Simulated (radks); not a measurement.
Q: These are the eigenvalues of the occupied orbitals of an atom or ion with whole-number occupations (eV). Calculated with a radial shooting solver on a logarithmic mesh with Libxc functionals: Dirac Kohn-Sham, relativistic LDA (MacDonald-Vosko exchange, VWN5 correlation), spin-unpolarised, spherical densities, finite nucleus; Fermi nuclear charge, rms radius of each element as measured or else 0.836 A^(1/3) + 0.57 fm.

1s1/2: -101456.8

Which element is it, and in what charge state? The configuration may be excited. Open shells, if any, fill j = l - 1/2 first.

A: Z = 83, bismuth, charge +81: Bi81+ in [He]. The 1s level, -3728.5 hartree, gives Z - s = 86.4 by -(Z - s)^2/2, which with screening and relativity narrows Z to a few neighbours, and the depths must fix Z and the occupations together.
